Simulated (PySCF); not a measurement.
# Trend along group 15: MF anions

PBE0 with triple-zeta basis sets in PySCF, for the lowest determinant that a PBE0 search found; no spin–orbit coupling. De refers to high-spin ground-configuration atoms (the charge goes to the atom of lower measured ionisation energy or higher electron affinity, which is not always the lowest computed limit). A positive dipole points towards F; it is taken about the centre of mass and depends on that origin.

```csv
M,basis,charged atom,state (unpaired electrons),Re (Å),ωe (cm⁻¹),De (eV),μ (D)
P,def2-TZVPPD,F−,doublet (π ↑),1.702,646,1.98,1.70
Sb,def2-TZVPPD,F−,doublet (π ↑),2.013,486,1.86,-1.32
```

**Question.** The row for M = As is missing. Estimate Re, ωe and De as the mean of the rows for P and Sb, and compare with the calculation.

**Answer.** The means are 1.857 Å, 566 cm⁻¹ and 1.92 eV. PBE0 in def2-TZVPPD gives AsF⁻ as a doublet (π ↑) with Re = 1.847 Å, ωe = 531 cm⁻¹, De = 1.67 eV, so the estimate is off by +1.1 pm, +7 % and +0.25 eV.

These are scalar-relativistic numbers at best; spin–orbit coupling would shift them, the dissociation energy most. For an ion De counts to the pair picked by the measured ionisation energies or electron affinities, which need not be the lowest pair at this level. The highest Kohn–Sham level is positive in some of these anions. Much of that is self-interaction error, but it also means that the finite basis helps to hold the extra electron. States were picked by a PBE0 search and need not be the measured ground states.
